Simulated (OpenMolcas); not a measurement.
Cr3+ (d3) in a complex was computed by SS-CASPT2, IPEA 0.25 Eh, imaginary shift 0.1 Eh with the d shell active (OpenMolcas, ANO-RCC-VDZP on the metal). Its lowest spin-free states, and all those of the highest spin:

```json
{"2S+1": "4", "Degeneracy": "3", "E (cm-1)": "0"}
{"2S+1": "4", "Degeneracy": "3", "E (cm-1)": "4740"}
{"2S+1": "2", "Degeneracy": "2", "E (cm-1)": "9410"}
{"2S+1": "2", "Degeneracy": "3", "E (cm-1)": "12120"}
{"2S+1": "2", "Degeneracy": "3", "E (cm-1)": "12140"}
{"2S+1": "4", "Degeneracy": "1", "E (cm-1)": "12670"}
{"2S+1": "2", "Degeneracy": "1", "E (cm-1)": "14840"}
{"2S+1": "4", "Degeneracy": "3", "E (cm-1)": "15380"}
{"2S+1": "2", "Degeneracy": "3", "E (cm-1)": "15520"}
{"2S+1": "2", "Degeneracy": "3", "E (cm-1)": "18710"}
{"2S+1": "2", "Degeneracy": "3", "E (cm-1)": "19470"}
{"2S+1": "2", "Degeneracy": "2", "E (cm-1)": "19930"}
```

Is the site octahedral, tetrahedral or cube-like, axial, or of lower symmetry?

The states with 2S+1 = 4 have orbital degeneracies 3, 3, 1, 3. Threefold states need a cubic site. For d3 at this spin an octahedron puts the single A2 below the threefold T2 and a tetrahedron or cube puts the threefold T1 below the threefold T2, so the site is a tetrahedron or a cube, which this pattern cannot tell apart. The run had Cr3+ with 4 ligands (oxide) in tetrahedral coordination (Td) at 1.86 Å. A charge of +1.25 e stands 2.6 Å behind each ligand. Ligand basis ANO-RCC-VDZP.

Roots that are degenerate in the reference are averaged as groups; the widest CASPT2 spread within a group is 470 cm-1 (the 3-fold group of multiplicity 4 near 4740 cm-1 above the lowest state of its run). Shifts and gaps below about the spread of the groups concerned are not significant. Over all roots computed the reference weight is 0.70 to 0.71; a low but even weight reflects the number of correlated electrons. An orbital triplet at a regular site is open to Jahn-Teller coupling, which can distort the site and quench the lowest spin-orbit gaps and is left out. The oxide ions are held by bare point charges, a crude embedding. Ligand-to-metal charge-transfer states are missing. These CASPT2 states fit no ligand-field parameters well, so their order and spin gaps are uncertain. With no ligand orbital active B as a rule stays too high, so bands that hang on it stand too high and its fall with covalency is understated. With one d shell and no ligand orbital active, 10Dq can be off by a tenth or more. No measured value stands beside these numbers; the geometry is a model, was not optimised and need not be the one that this ion takes.
